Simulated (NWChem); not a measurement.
System: C$_{2}$H$_{7}$Sb; SMILES [CH3][SbH][CH3]

Here is an NWChem input.

```
start job
memory heap 200 mb stack 900 mb global 1100 mb
geometry units angstroms noautoz
  Sb    -0.382904     0.014962     0.000000
  H     -0.541959    -1.700650     0.000000
  C      1.086726     0.009519     1.603615
  H      1.886958    -0.714287     1.397685
  H      1.519281     1.015991     1.696511
  H      0.595438    -0.249440     2.552251
  C      1.086726     0.009519    -1.603615
  H      1.886958    -0.714287    -1.397685
  H      0.595438    -0.249440    -2.552251
  H      1.519281     1.015991    -1.696511
end
basis spherical
  Sb library def2-svp
  H library def2-svp
  C library def2-svp
end
ecp
  Sb library def2-ecp
end
dft
  xc b3lyp
  iterations 150
  mulliken
end
task dft energy
```

Coordinates come from a PBE0/def2-SVP optimisation. def2 effective core potentials on Sb; no spin-orbit coupling.

Task: What results follow from this input? (B3LYP/def2-SVP with def2 effective core potentials on Sb.) Quantities: energy (Ha); highest occupied level (eV); orbital gap (eV); dipole (D).

Result: The energy (Ha) is -320.68 and the highest occupied level (eV) comes out as -6.44. The orbital gap (eV) is 6.56. The dipole (D) is 0.67.
